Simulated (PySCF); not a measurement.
F$_{5}$Ta, charge +1, doublet, at a GFN2-xTB geometry (such geometries of metal compounds can be far from the true shape) (the multiplicity is a formal guess) (core potentials on Ta); DF-CAMB3LYP/def2-SV(P) (PySCF).

The PySCF input:
```python
from pyscf import gto, scf, dft

mol = gto.Mole()
mol.atom = '''
    Ta   -0.023198   -0.015231    0.005481
    F     1.201507   -0.753264    1.196646
    F    -1.239087    0.704115   -1.206156
    F     0.075636    1.577852    0.871112
    F     1.114199   -0.375487   -1.368466
    F    -1.260889   -1.244620    0.516762
'''
mol.basis = 'def2-sv(p)'
mol.ecp = {'Ta': 'def2-sv(p)'}
mol.charge = 1
mol.spin = 1
mol.verbose = 3
mol.build()

mf = dft.UKS(mol)
mf.xc = 'camb3lyp'
mf = mf.density_fit(auxbasis='def2-universal-jkfit')
mf.kernel()
mf.analyze()
```

What does PySCF print? Leave out banner, timings and long lists.


```
SCF not converged.
SCF energy = -555.41988652081 after 50 cycles  <S^2> = 0.76261063  2S+1 = 2.0125711
**** MO energy ****
                             alpha | beta                alpha | beta
MO #1   energy= -25.1203117570457  | -25.1106010712384  occ= 1 | 1
MO #2   energy= -25.0943783972142  | -25.0878927970481  occ= 1 | 1
MO #3   energy= -25.0920902638016  | -25.0815471853654  occ= 1 | 1
MO #4   energy= -25.0892767267588  | -25.0790665100974  occ= 1 | 1
MO #5   energy= -25.0481430554967  | -25.0480012897646  occ= 1 | 1
MO #6   energy= -3.24692685968447  | -3.24903380326624  occ= 1 | 1
MO #7   energy= -2.00223388332537  | -2.00454940937829  occ= 1 | 1
MO #8   energy= -1.99935616632782  | -2.00162044265256  occ= 1 | 1
MO #9   energy= -1.99709213691363  | -1.99840715313061  occ= 1 | 1
MO #10  energy= -1.57174607677776  | -1.55085194301593  occ= 1 | 1
MO #11  energy= -1.56260095130703  | -1.5359195184909   occ= 1 | 1
MO #12  energy= -1.53528555709337  | -1.51740742424678  occ= 1 | 1
MO #13  energy= -1.51335267687873  | -1.49162486521483  occ= 1 | 1
MO #14  energy= -1.49332615423919  | -1.48605708771851  occ= 1 | 1
MO #15  energy= -0.904170745315893 | -0.889636871397021 occ= 1 | 1
MO #16  energy= -0.898457431515447 | -0.874139350383734 occ= 1 | 1
MO #17  energy= -0.881816799789502 | -0.871455908610116 occ= 1 | 1
MO #18  energy= -0.877561742594635 | -0.857721937178026 occ= 1 | 1
MO #19  energy= -0.875561516345647 | -0.847560679446057 occ= 1 | 1
MO #20  energy= -0.85307993405208  | -0.84681080506242  occ= 1 | 1
MO #21  energy= -0.834059981715505 | -0.80911916454416  occ= 1 | 1
MO #22  energy= -0.830764080812915 | -0.796840176681646 occ= 1 | 1
MO #23  energy= -0.815963945807975 | -0.787768533923353 occ= 1 | 1
MO #24  energy= -0.809955313824415 | -0.784632638548856 occ= 1 | 1
MO #25  energy= -0.805005720945654 | -0.776066320718022 occ= 1 | 1
MO #26  energy= -0.79357773235464  | -0.764329478918427 occ= 1 | 1
MO #27  energy= -0.790416426332922 | -0.755766731370501 occ= 1 | 1
MO #28  energy= -0.77616742500742  | -0.72463638803524  occ= 1 | 1
MO #29  energy= -0.764110287652896 | -0.607485696663083 occ= 1 | 0
MO #30  energy= -0.323903293445159 | -0.312453128492167 occ= 0 | 0
MO #31  energy= -0.31371486671265  | -0.312325979810411 occ= 0 | 0
MO #32  energy= -0.255739349651739 | -0.255505748878666 occ= 0 | 0
MO #33  energy= -0.253893652824419 | -0.253524275711425 occ= 0 | 0
MO #34  energy= -0.198743494050294 | -0.197699880958954 occ= 0 | 0
MO #35  energy= -0.116760930494868 | -0.114254171801497 occ= 0 | 0
MO #36  energy= -0.0993451538192597 | -0.096045316923299 occ= 0 | 0
MO #37  energy= -0.0956224936650948 | -0.0947568325182452 occ= 0 | 0

WARN: System has nonzero charge 1; the dipole moment is origin-dependent.
Location of origin: [0. 0. 0.]

Dipole moment(X, Y, Z, Debye):  0.05417, -0.68083, -0.57168
```

The run did not converge; its last values are not results.
